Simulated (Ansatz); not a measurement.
```yaml
crystal:
  periodic: [false, false, false]
  atoms:
    - {symbol: C, position_ang: [-1.155923, -0.972297, 2.031740]}
    - {symbol: N, position_ang: [-0.840561, 0.126369, 1.160478]}
    - {symbol: C, position_ang: [-1.447518, 1.364544, 1.565594]}
    - {symbol: B, position_ang: [-0.003104, -0.000479, 0.001366]}
    - {symbol: N, position_ang: [0.819649, 1.100310, -0.413772]}
    - {symbol: C, position_ang: [1.145136, 1.369731, -1.787480]}
    - {symbol: C, position_ang: [1.400430, 2.042813, 0.502719]}
    - {symbol: N, position_ang: [0.011657, -1.228248, -0.742553]}
    - {symbol: C, position_ang: [-1.134713, -2.084546, -0.877340]}
    - {symbol: C, position_ang: [1.174058, -1.723547, -1.427453]}
    - {symbol: H, position_ang: [-2.229868, -1.211189, 2.035575]}
    - {symbol: H, position_ang: [-0.608870, -1.864687, 1.729813]}
    - {symbol: H, position_ang: [-0.875359, -0.740957, 3.069039]}
    - {symbol: H, position_ang: [-2.538083, 1.255660, 1.649482]}
    - {symbol: H, position_ang: [-1.246064, 2.143642, 0.831287]}
    - {symbol: H, position_ang: [-1.083510, 1.710959, 2.544337]}
    - {symbol: H, position_ang: [2.222950, 1.280874, -1.989654]}
    - {symbol: H, position_ang: [0.616680, 0.680014, -2.444591]}
    - {symbol: H, position_ang: [0.850116, 2.391454, -2.065429]}
    - {symbol: H, position_ang: [1.192718, 1.749010, 1.530975]}
    - {symbol: H, position_ang: [2.491842, 2.085646, 0.379344]}
    - {symbol: H, position_ang: [1.020344, 3.064309, 0.352655]}
    - {symbol: H, position_ang: [-1.371457, -2.256222, -1.936929]}
    - {symbol: H, position_ang: [-0.977774, -3.072598, -0.419567]}
    - {symbol: H, position_ang: [-2.006546, -1.627012, -0.411129]}
    - {symbol: H, position_ang: [2.033178, -1.084348, -1.227133]}
    - {symbol: H, position_ang: [1.424045, -2.738721, -1.088132]}
    - {symbol: H, position_ang: [1.030045, -1.775882, -2.516940]}
basis:
  gaussian: {orbitals: "6-31G*"}
hamiltonian: {xc: {name: rPW86-PBE}, dispersion: d4}
scf: {lower_state_search: light}
```

```sh
$ ansatz run in.yaml --threads 4 --pin off --events-out ev --progress --plain --max-ram 46080MiB --backend cpu
```

Output, abridged:

```
Functional definition: rPW86-PBE
2483 factors; their error is unknown
mean field evaluation 1: about -11665.6322 eV, gradient 1.0e2 eV
mean field evaluation 2: about -11624.2039 eV, gradient 1.6e2 eV
mean field evaluation 4: about -11689.9726 eV, gradient 1.0e1 eV
mean field evaluation 8: about -11690.1861 eV, gradient 1.7e-1 eV
mean field evaluation 16: about -11690.0133 eV, gradient 3.4e-4 eV
mean field -11690.01333464 eV, -429.6000662724 hartree, gradient 4.8e-5 eV, S^2 0.000000; 0 other end points of the search recorded, 0 dependent functions left out
reference -11690.01345059 eV, -429.6000705333 hartree; 40, 40 occupied and 146, 146 virtual orbitals, 2483 factors
Total energy: -11690.85149286 eV, -429.6308680190 hartree
```

Hardware: 4 threads of an AMD EPYC 7R13 on a shared host. Wall time 5.5 s, peak host memory 1.5 GiB.
